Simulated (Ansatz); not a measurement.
`C[NH][GeH]([F])[Cl]` + `CC(N)F` → `CNC(C)F` + `[NH2][GeH]([F])[Cl]`  (substitution at a C–N bond)

Gas-phase electronic energies from Ansatz, PBE0-D4/def2-TZVP geometries. CBS: MP2 limit from def2 TZ/QZ plus the TZ coupled-cluster correction, frozen cores. Functionals use def2-TZVPP. B3LYP here is the variant with VWN-RPA as its local correlation; programs differ in this. For Ge outer-core shells are correlated without core-valence functions, which leaves a few kJ/mol of doubt a bond. Scalar relativity is left out up to krypton. Each species was taken in one conformer, which may not be the lowest.

```
             level  ΔE (kcal/mol)  difference from CCSD(T)/CBS
            PBE-D4           -2.5                          0.3
          B3LYP-D4           -2.4                          0.4
           ωB97X-V           -3.0                         -0.2
           ωB97M-V           -3.1                         -0.3
               PBE           -2.5                          0.3
            r2SCAN           -2.9                         -0.1
              PBE0           -2.7                          0.1
             B3LYP           -2.6                          0.2
SCS-MP2/def2-TZVPP           -2.7                          0.1
   CCSD/def2-TZVPP           -2.7                          0.1
CCSD(T)/def2-TZVPP           -2.8                          0.0
    MP2/def2-QZVPP           -2.9                         -0.1
SCS-MP2/def2-QZVPP           -2.7                          0.1
      HF/CBS(def2)           -2.6                          0.2
     MP2/CBS(def2)           -2.9                         -0.1
    CCSD/CBS(def2)           -2.7                          0.1
       CCSD(T)/CBS           -2.8                            0
```

Largest T1 diagnostic among the species: 0.011.
